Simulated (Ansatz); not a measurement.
Consider the formal exchange of groups at a B–F bond: `FB(F)[SeH]` + `CNC(N)O` → `NB(F)[SeH]` + `CNC(O)F`.

Computed with Ansatz on PBE0-D4/def2-TZVP structures; ΔE is electronic, products minus reactants. CCSD(T)/CBS is the MP2 limit (def2-TZVPP, def2-QZVPP) plus CCSD(T) − MP2 in def2-TZVPP, frozen cores. DFT in def2-TZVPP. B3LYP here is the variant with VWN-RPA as its local correlation; programs differ in this. For Se outer-core shells are correlated without core-valence functions, which leaves a few kJ/mol of doubt a bond. Scalar relativity is left out up to krypton. Each species was taken in one conformer, which may not be the lowest.

| level | ΔE (kJ/mol) | difference from CCSD(T)/CBS |
| --- | --- | --- |
| PBE-D4 | 18.9 | -7.5 |
| r2SCAN-D4 | 19.1 | -7.3 |
| ωB97M-V | 20.1 | -6.3 |
| B2PLYP | 22.4 | -4.0 |
| PBE | 18.3 | -8.1 |
| r2SCAN | 18.8 | -7.6 |
| PBE0 | 18.5 | -7.9 |
| B3LYP | 18.5 | -7.9 |
| MP2/def2-TZVPP | 28.9 | 2.5 |
| SCS-MP2/def2-TZVPP | 27.7 | 1.3 |
| CCSD(T)/def2-TZVPP | 27.2 | 0.8 |
| HF/def2-QZVPP | 21.0 | -5.4 |
| MP2/def2-QZVPP | 28.8 | 2.4 |
| SCS-MP2/def2-QZVPP | 27.7 | 1.3 |
| HF/CBS(def2) | 21.2 | -5.2 |
| MP2/CBS(def2) | 28.1 | 1.7 |
| CCSD(T)/CBS | 26.4 | 0 |

Largest T1 diagnostic among the species: 0.012.

In def2-TZVPP, CCSD(T) changes the Hartree–Fock value by +7.1 kJ/mol (the triples alone add +0.6 kJ/mol) and MP2 by +8.8 kJ/mol.
